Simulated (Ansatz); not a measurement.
Basis-set extrapolation for C$_{2}$H$_{8}$OSi$_{2}$, SMILES `CC1(O)[SiH2][SiH2]1` (PBE0-D4/def2-TZVP geometry, frozen core, Ansatz 0.2.0). Multiplicity 1, RHF reference.

```
                      def2-TZVPP   def2-QZVPP
                 HF  -733.128457  -733.153285
    MP2 correlation    -0.831638    -0.891155
CCSD(T) correlation    -0.922639      not run
```

Energies in hartree. Use E(X) = E(∞) + A·exp(−7.88·√X) for Hartree–Fock and E(X) = E(∞) + B·X^(−2.97) for correlation, with X = 3 and 4, and add CCSD(T) minus MP2 of the smaller set to the MP2 limit.

Task: What is the CCSD(T) energy at the basis-set limit?

Result: HF limit: -733.153285 + (-0.024828) × 0.13774 = -733.15670. MP2 limit: -0.891155 + (-0.059517) × 0.74074 = -0.93524. Higher-order term: -0.922639 − (-0.831638) = -0.09100. Total: -734.18294 hartree, 3.59 eV below CCSD(T)/def2-TZVPP.
